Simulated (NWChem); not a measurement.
System meant: C3H2O3; SMILES C=C1OC(=O)O1

The following NWChem deck was run.

```
start job
memory heap 200 mb stack 900 mb global 1100 mb
geometry units angstroms noautoz
  C      0.000000     0.000000    -2.206076
  C      0.000000     0.000000    -0.888659
  O      0.000000     1.003643     0.052527
  C      0.000000     0.000000     0.990852
  O      0.000000     0.000000     2.161709
  O      0.000000    -1.003643     0.052527
  H      0.000000    -0.945987    -2.745189
  H      0.000000     0.945987    -2.745189
end
basis spherical
  C library def2-svp
  O library def2-svp
  H library def2-svp
end
dft
  xc pbe0
  iterations 4
  mulliken
end
task dft energy
```

End of the output:

```
    Atom       Charge   Shell Charges
 -----------   ------   -------------------------------------------------------
    1 C    6     6.12   1.97  0.59  0.32  1.90  1.27  0.06
    2 C    6     5.90   1.96  0.61  0.26  1.83  1.00  0.24
    3 O    8     8.06   1.97  0.93  0.59  2.70  1.83  0.04
    4 C    6     5.89   1.96  0.58  0.25  1.77  0.93  0.38
    5 O    8     8.09   1.97  0.92  0.63  2.68  1.84  0.04
    6 O    8     8.06   1.97  0.93  0.59  2.70  1.83  0.04
    7 H    1     0.94   0.61  0.26  0.07
    8 H    1     0.94   0.61  0.26  0.07

 center of mass
 --------------
 x =   0.00000000 y =   0.00000000 z =   0.11946545

 moments of inertia (a.u.)
 ------------------
         726.211415963297           0.000000000000           0.000000000000
           0.000000000000         604.698416952654           0.000000000000
           0.000000000000           0.000000000000         121.512999010643

     Multipole analysis of the density
     ---------------------------------

     L   x y z        total         alpha         beta         nuclear
     -   - - -        -----         -----         ----         -------
     0   0 0 0      0.000000    -22.000000    -22.000000     44.000000

     1   1 0 0     -0.000000     -0.000000     -0.000000      0.000000
     1   0 1 0      0.000000      0.000000      0.000000      0.000000
     1   0 0 1     -1.128001     -0.564000     -0.564000     -0.000000

     2   2 0 0    -24.360250    -12.180125    -12.180125      0.000000
     2   1 1 0     -0.000000     -0.000000     -0.000000      0.000000
     2   1 0 1      0.000000      0.000000      0.000000      0.000000
     2   0 2 0    -25.479534    -44.712526    -44.712526     63.945517
     2   0 1 1      0.000000      0.000000      0.000000      0.000000
     2   0 0 2    -24.785175   -177.250398   -177.250398    329.715620

 ------------------------------------------------------------------------
 dft energy failed                                                                                  0
 ------------------------------------------------------------------------
 ------------------------------------------------------------------------
  current input line :
    23: task dft energy
 ------------------------------------------------------------------------
 ------------------------------------------------------------------------
 This type of error is most commonly associated with calculations not reaching convergence criteria
 ------------------------------------------------------------------------
 For more information see the NWChem manual at https://nwchemgit.github.io

0:dft energy failed:Received an Error in Communication
```

Q: What is wrong, and how is it mended?

A: The run did not converge; its last values are not results. Cause: the SCF was allowed too few iterations. This input runs:
```
start job
memory heap 200 mb stack 900 mb global 1100 mb
geometry units angstroms noautoz
  C      0.000000     0.000000    -2.206076
  C      0.000000     0.000000    -0.888659
  O      0.000000     1.003643     0.052527
  C      0.000000     0.000000     0.990852
  O      0.000000     0.000000     2.161709
  O      0.000000    -1.003643     0.052527
  H      0.000000    -0.945987    -2.745189
  H      0.000000     0.945987    -2.745189
end
basis spherical
  C library def2-svp
  O library def2-svp
  H library def2-svp
end
dft
  xc pbe0
  iterations 150
  mulliken
end
task dft energy
```
It converges to -340.53435 Ha (PBE0/def2-SVP).
